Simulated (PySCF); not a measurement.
Vertical excitations of a molecule C2H7NOSi2 from TDA-CAM-B3LYP/def2-SVPD (PySCF), as energy in eV (oscillator strength): 6.10 (0.022), 6.83 (0.011), 7.15 (0.001), 7.42 (0.014), 7.62 (0.016), 7.69 (0.027), 7.82 (0.021), 7.99 (0.056), 8.06 (0.102), 8.11 (0.210). Lowest triplet (TDA): 5.44 eV. The structure is a stationary point at PBE0-D3(BJ)/def2-SVP. Other conformers were not sampled.

### Question
Which structure fits?
A. C#C[SiH2]O[SiH2]N
B. O[Si@H]1C=CN1[SiH3]
C. C[SiH2][SiH2]OC#N
D. C#C[Si@@H](N)O[SiH3]

### Answer
C, C[SiH2][SiH2]OC#N
